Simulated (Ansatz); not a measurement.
`C[SiH2]C#N` + `CC[SeH]` → `CC[Se][SiH2]C` + `C#N`  (ligand exchange at the Si–C bond)

Computed with Ansatz on PBE0-D4/def2-TZVP structures; ΔE is electronic, products minus reactants. CCSD(T)/CBS adds triple-zeta CCSD(T) − MP2 to the extrapolated MP2 energy (def2 sets, frozen cores). This one scheme is used for every species. DFT in def2-TZVPP. For Se outer-core shells are correlated without core-valence functions, which leaves a few kJ/mol of doubt a bond. Scalar relativity is left out up to krypton. One conformer a species, not always the lowest.

```
  level  ΔE (kJ/mol)
ωB97X-V        -13.8
 r2SCAN        -14.4
```

(1) What does CCSD(T)/CBS give? (Best estimate.)

Largest T1 diagnostic among the species: 0.014.

## Answers

(1) Computed: -19.7 kJ/mol. The listed levels differ from it by 5.9, 5.3 kJ/mol.

In def2-TZVPP, CCSD(T) changes the Hartree–Fock value by −12.5 kJ/mol (the triples alone add −2.1 kJ/mol) and MP2 by −16.8 kJ/mol. The D4 term adds −10.2 kJ/mol with B3LYP and −5.8 kJ/mol with PBE0; it sums over pairs of atoms, weighted by their polarisabilities, and B3LYP, whose exchange is more repulsive, gets the larger term.

B3LYP here is the variant with VWN-RPA as its local correlation; programs differ in this.
